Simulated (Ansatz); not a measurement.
Nudged elastic band run: Ba16C

The input (input.yaml):

```yaml
crystal:
  lattice:
    - [10.04, 0.0, 0.0]
    - [0.0, 10.04, 0.0]
    - [0.0, 0.0, 10.04]
  atoms:
    - { symbol: Ba, position: [0.00697821, -0.0001857, -0.00524792] }
    - { symbol: Ba, position: [0.49281478, -0.00018718, -0.00532326] }
    - { symbol: Ba, position: [0.00912861, 0.49974709, 0.01196714] }
    - { symbol: Ba, position: [-0.0107933, -0.00025776, 0.51041398] }
    - { symbol: Ba, position: [0.24992694, 0.26224989, 0.27050715] }
    - { symbol: Ba, position: [0.49065608, 0.49974639, 0.01192189] }
    - { symbol: Ba, position: [0.51054824, -0.00025783, 0.51044109] }
    - { symbol: Ba, position: [0.74985088, 0.23898747, 0.23945597] }
    - { symbol: Ba, position: [0.01266561, 0.49987228, 0.47882495] }
    - { symbol: Ba, position: [0.24992414, 0.73732657, 0.27032857] }
    - { symbol: Ba, position: [0.24985464, 0.25873583, 0.73853566] }
    - { symbol: Ba, position: [0.48707498, 0.49986967, 0.47892131] }
    - { symbol: Ba, position: [0.74985106, 0.76058695, 0.23940748] }
    - { symbol: Ba, position: [0.74988905, 0.25718298, 0.75500793] }
    - { symbol: Ba, position: [0.24985376, 0.74090304, 0.73862002] }
    - { symbol: Ba, position: [0.749888, 0.74246228, 0.75513849] }
    - { symbol: C, position: [0.24989841, 0.49983912, 0.37412186] }
basis:
  ecutwfc: 420.0
kpoints:
  mp_grid: { grid: [2, 2, 2] }
hamiltonian:
  xc: pbe
scf:
  occupations: { method: gaussian, width: 0.05 }
  lower_state_search: "off"
  max_iter: 98
neb:
  images: 3
  f_tol: 0.05
  max_iterations: 50
  order_check: false
  spring: 50.0
  optimiser: fire
  final_atoms:
    - { symbol: Ba, position: [-0.00564139, 0.00016326, 0.00769476] }
    - { symbol: Ba, position: [0.51107057, 0.00021228, -0.0114257] }
    - { symbol: Ba, position: [0.01262331, 0.50021671, 0.00974925] }
    - { symbol: Ba, position: [-0.00563959, 0.00016314, 0.49231031] }
    - { symbol: Ba, position: [0.27186072, 0.26188449, 0.25000186] }
    - { symbol: Ba, position: [0.47783952, 0.50010222, 0.01181302] }
    - { symbol: Ba, position: [0.51106994, 0.00021225, 0.51143215] }
    - { symbol: Ba, position: [0.73759142, 0.25980323, 0.25000368] }
    - { symbol: Ba, position: [0.01262399, 0.50021664, 0.49025628] }
    - { symbol: Ba, position: [0.2720289, 0.7384502, 0.25000163] }
    - { symbol: Ba, position: [0.23886529, 0.23870892, 0.75000358] }
    - { symbol: Ba, position: [0.47783688, 0.50010201, 0.48819274] }
    - { symbol: Ba, position: [0.73752893, 0.74050763, 0.2500036] }
    - { symbol: Ba, position: [0.75562202, 0.25792874, 0.75000298] }
    - { symbol: Ba, position: [0.23890527, 0.76166652, 0.75000358] }
    - { symbol: Ba, position: [0.7555101, 0.74235885, 0.75000292] }
    - { symbol: C, position: [0.37474081, 0.50011909, 0.25000208] }
```

Launched with:

```bash
$ ansatz run input.yaml --threads 4 --pin off --max-ram 10240MiB --backend cpu --events-out ev --progress --plain --runs-dir out
```

Output, in part (warnings, iteration lines):

```
NEB end point (image 0): max|allowed force component| = 1.675e-2 eV/Å (the criterion of neb.relax_end_points is 1.000e-2)
NEB end point (image 4): max|allowed force component| = 2.887e-2 eV/Å (the criterion of neb.relax_end_points is 1.000e-2)
NEB iter   1: max|band force component| = 5.036e-1 eV/Å  barrier→ = 0.4285 eV  barrier← = 0.4281 eV  Δτ_max = 0.0102 Å  (44 SCF iters)
NEB iter   2: max|band force component| = 4.610e-1 eV/Å  barrier→ = 0.4058 eV  barrier← = 0.4055 eV  CI = image 2  Δτ_max = 0.0187 Å  (19 SCF iters)
NEB iter   3: max|band force component| = 4.485e-1 eV/Å  barrier→ = 0.3693 eV  barrier← = 0.3690 eV  CI = image 2  Δτ_max = 0.0248 Å  (21 SCF iters)
NEB iter   4: max|band force component| = 4.288e-1 eV/Å  barrier→ = 0.3303 eV  barrier← = 0.3299 eV  CI = image 2  Δτ_max = 0.0312 Å  (21 SCF iters)
NEB iter   5: max|band force component| = 3.934e-1 eV/Å  barrier→ = 0.2962 eV  barrier← = 0.2959 eV  CI = image 2  Δτ_max = 0.0389 Å  (21 SCF iters)
NEB iter   6: max|band force component| = 3.322e-1 eV/Å  barrier→ = 0.2681 eV  barrier← = 0.2678 eV  CI = image 2  Δτ_max = 0.0452 Å  (21 SCF iters)
NEB iter   7: max|band force component| = 2.902e-1 eV/Å  barrier→ = 0.2420 eV  barrier← = 0.2417 eV  CI = image 2  Δτ_max = 0.0540 Å  (21 SCF iters)
NEB iter   8: max|band force component| = 3.066e-1 eV/Å  barrier→ = 0.2102 eV  barrier← = 0.2099 eV  CI = image 2  Δτ_max = 0.0592 Å  (21 SCF iters)
NEB iter   9: max|band force component| = 3.092e-1 eV/Å  barrier→ = 0.1686 eV  barrier← = 0.1683 eV  CI = image 2  Δτ_max = 0.0091 Å  (21 SCF iters)
NEB iter  10: max|band force component| = 2.854e-1 eV/Å  barrier→ = 0.1604 eV  barrier← = 0.1601 eV  CI = image 2  Δτ_max = 0.0176 Å  (18 SCF iters)
NEB iter  11: max|band force component| = 2.380e-1 eV/Å  barrier→ = 0.1460 eV  barrier← = 0.1457 eV  CI = image 2  Δτ_max = 0.0245 Å  (19 SCF iters)
NEB iter  12: max|band force component| = 2.104e-1 eV/Å  barrier→ = 0.1285 eV  barrier← = 0.1281 eV  CI = image 2  Δτ_max = 0.0294 Å  (19 SCF iters)
NEB iter  13: max|band force component| = 1.852e-1 eV/Å  barrier→ = 0.1111 eV  barrier← = 0.1108 eV  CI = image 2  Δτ_max = 0.0304 Å  (21 SCF iters)
NEB iter  14: max|band force component| = 2.004e-1 eV/Å  barrier→ = 0.0960 eV  barrier← = 0.0957 eV  CI = image 2  Δτ_max = 0.0045 Å  (20 SCF iters)
NEB iter  15: max|band force component| = 1.890e-1 eV/Å  barrier→ = 0.0932 eV  barrier← = 0.0928 eV  CI = image 2  Δτ_max = 0.0078 Å  (15 SCF iters)
NEB iter  16: max|band force component| = 1.479e-1 eV/Å  barrier→ = 0.0879 eV  barrier← = 0.0876 eV  CI = image 2  Δτ_max = 0.0117 Å  (18 SCF iters)
NEB iter  17: max|band force component| = 1.598e-1 eV/Å  barrier→ = 0.0808 eV  barrier← = 0.0805 eV  CI = image 2  Δτ_max = 0.0152 Å  (18 SCF iters)
NEB iter  18: max|band force component| = 1.297e-1 eV/Å  barrier→ = 0.0726 eV  barrier← = 0.0723 eV  CI = image 2  Δτ_max = 0.0188 Å  (18 SCF iters)
NEB iter  19: max|band force component| = 1.148e-1 eV/Å  barrier→ = 0.0638 eV  barrier← = 0.0635 eV  CI = image 2  Δτ_max = 0.0217 Å  (18 SCF iters)
NEB iter  20: max|band force component| = 1.320e-1 eV/Å  barrier→ = 0.0550 eV  barrier← = 0.0547 eV  CI = image 2  Δτ_max = 0.0260 Å  (19 SCF iters)
NEB iter  21: max|band force component| = 8.080e-2 eV/Å  barrier→ = 0.0462 eV  barrier← = 0.0459 eV  CI = image 2  Δτ_max = 0.0304 Å  (19 SCF iters)
NEB iter  22: max|band force component| = 1.291e-1 eV/Å  barrier→ = 0.0384 eV  barrier← = 0.0381 eV  CI = image 2  Δτ_max = 0.0329 Å  (19 SCF iters)
NEB iter  23: max|band force component| = 2.401e-1 eV/Å  barrier→ = 0.0335 eV  barrier← = 0.0332 eV  CI = image 2  Δτ_max = 0.0031 Å  (19 SCF iters)
NEB iter  24: max|band force component| = 5.431e-2 eV/Å  barrier→ = 0.0334 eV  barrier← = 0.0331 eV  CI = image 2  Δτ_max = 0.0033 Å  (14 SCF iters)
NEB iter  25: max|band force component| = 2.440e-1 eV/Å  barrier→ = 0.0333 eV  barrier← = 0.0329 eV  CI = image 2  Δτ_max = 0.0006 Å  (15 SCF iters)
NEB iter  26: max|band force component| = 1.958e-1 eV/Å  barrier→ = 0.0332 eV  barrier← = 0.0329 eV  CI = image 2  Δτ_max = 0.0011 Å  (10 SCF iters)
NEB iter  27: max|band force component| = 1.100e-1 eV/Å  barrier→ = 0.0332 eV  barrier← = 0.0329 eV  CI = image 2  Δτ_max = 0.0014 Å  (12 SCF iters)
NEB iter  28: max|band force component| = 4.326e-2 eV/Å  barrier→ = 0.0331 eV  barrier← = 0.0328 eV  CI = image 2  Δτ_max = 0.0000 Å  (12 SCF iters)
```

The run converged. The order of the stationary point at the top wasn't checked. Limits of this set-up: coarse k mesh.

Final band (atoms are numbered from 1 in the order of the input):

```csv
image,path coordinate (Å),energy (eV),Ba9–C17 (Å),Ba6–C17 (Å)
0,0.00,0.000,2.60,4.37
1,0.64,0.017,2.66,3.75
2,1.28,0.033,2.92,2.93
3,1.93,0.016,3.74,2.66
4,2.58,0.000,4.36,2.61
```

The run took 14 min on 4 threads of AMD EPYC 7R43 64-Core Processor (Zen 3) (shared host), peak memory 4.5 GiB.
